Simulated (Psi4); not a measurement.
A dimer, CH3Cl ··· F4Si (SMILES CCl and F[Si](F)(F)F); the first 5 atoms form monomer A.

```
10

C     -0.1538    -0.0002    -0.0007
Cl     1.6406     0.0021     0.0074
H     -0.4910    -0.5522    -0.8727
H     -0.4991    -0.4787     0.9107
H     -0.4967     1.0291    -0.0447
F     -0.8883    -1.7577     3.8272
Si     0.6262    -1.4613     4.1027
F      1.1262    -2.3633     5.2830
F      1.4643    -1.7737     2.8154
F      0.8025     0.0488     4.4852
```

### Question
What interaction energy does SAPT0/jun-cc-pVDZ, frozen core (Psi4) give, and which attractive term is the largest?

### Answer
Total 3.05 kJ/mol: electrostatics 1.82, exchange 4.77, induction -0.51, dispersion -3.02. The most attractive term is dispersion.
